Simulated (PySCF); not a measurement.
## Gas-phase XPS of `[F][GeH2][B](Cl)Cl`, computed

Compound: BCl₂FGeH₂.
Bonds: F1–Ge2, Ge2–B3, B3–Cl4, B3–Cl5. Hydrogens: H6, H7 on Ge2.

Level of theory: delta-SCF UKS SCAN, pcX-2 on the ionised atom, pcseg-1 elsewhere, spin-free X2C in PySCF. Binding energies are ΔSCF values: E(core-ionised, relaxed orbitals) − E(ground state) at a fixed geometry, referred to the vacuum level.

Problem. List the computed XPS lines with their assignment.

Solution. 
| atom(s) | bonded to | level | binding energy (eV) | 2p1/2 (eV) | count |
| --- | --- | --- | --- | --- | --- |
| Cl4/Cl5 | B | Cl 1s | 2829.57 | – | 2 |
| F1 | Ge | F 1s | 691.25 | – | 1 |
| Cl4/Cl5 | B | Cl 2p3/2 | 206.99 | 208.64 | 2 |
| B3 | 2 Cl and Ge | B 1s | 198.69 | – | 1 |

Problem. Which effective nuclear charge Zeff reproduces each element's mean 1s value in the hydrogen-like formula E = 13.606 eV × Zeff²?

Solution. B (Z = 5): mean 198.7 eV, Zeff = 3.82, Z − Zeff = 1.18; F (Z = 9): mean 691.2 eV, Zeff = 7.13, Z − Zeff = 1.87; Cl (Z = 17): mean 2829.6 eV, Zeff = 14.42, Z − Zeff = 2.58. Means run over the listed sites, weighted by atom count.

Problem. Give the binding energy of F 1s of F1 in hartree and in kJ/mol.

Solution. 691.25 eV = 25.4030 Eh = 66695 kJ/mol.

One atom of each set of topologically equivalent atoms was ionised and stands for the set; in this conformer not all members are related by symmetry, and their own values weren't computed. Spin–orbit coupling isn't in the SCF: each 2p doublet comes from a relaxed spin-free hole plus a matrix of the shell (mean-field spin–orbit coupling and the ground-state 2p splitting), with 2p3/2 averaged over its two sublevels. 2p1/2 minus 2p3/2 (ligand field included): Cl 1.65 eV. No level of germanium is listed. One conformer (not necessarily the lowest) at the PBE0-D3(BJ)/def2-SVP geometry, without solvent, vibrations or thermal averaging.

The run took 27 s wall on one thread of an Arm Neoverse N1, on a shared host, and the process peaked at 0.51 GiB of memory.

Shape of the structure used: `[F:1][GeH2:2][B:3]([Cl:4])[Cl:5]`: F1–Ge2–B3–Cl4 -175°.
